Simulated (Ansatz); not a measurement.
Z-matrix (Å, degrees):
```
C
O 1 1.421
H 1 1.094 2 110.9
H 1 1.087 2 105.7 3 -118.8
H 1 1.094 2 110.9 3 122.5
C 2 1.337 1 116.1 3 -61.2
I 6 2.102 2 108.8 1 180.0
N 6 1.250 2 131.3 1 0.0
H 8 1.018 6 113.4 2 0.0
```

Total charge 0; spin multiplicity 1. I: def2 effective core potential.

Question: List the B3LYP/def2-TZVPP orbital energies in eV (the Gaussian-basis code of Ansatz). (Estimate.)

Answer: Computed: Occupied: -522.38, -389.46, -280.60, -278.97, -186.32, -132.57, -132.25, -132.23, -52.25, -52.14, -52.13, -51.85, -51.85, -30.40, -25.05, -20.92, -19.19, -16.06, -15.24, -13.81, -13.65, -11.23, -11.03, -10.04, -8.39, -8.30, -7.26, -7.17. Lowest empty: -1.10, -0.09, 0.60, 1.60, 2.34, 2.47, 2.55, 3.32.

B3LYP here is the variant with VWN-RPA as its local correlation; programs differ in this.
